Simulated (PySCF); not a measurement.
HOSi, SMILES [OH+]=[Si] (connectivity only; charge and spin as stated), charge +1, multiplicity 1.

The structure is a stationary point at r2SCAN-D4/def2-TZVPD. The isomer is the one that the SMILES or the coordinates give; other isomers of the formula were not compared.

The numbers are results of PBE/def2-TZVPD (PySCF), not measurements.

The molecule is in vacuum.

Computed frontier levels, gap, dipole moment and polarisability:
The highest occupied level comes out as -15.55 eV, the lowest empty level comes out as -9.60 eV and the orbital gap is 5.95 eV. The dipole moment about the centre of nuclear charge is 0.14 D and the mean static polarisability comes out as 23.4 bohr³ (3.46 Å³). The polarisability, principal values comes out as 21.2, 21.2, 27.7 bohr³.
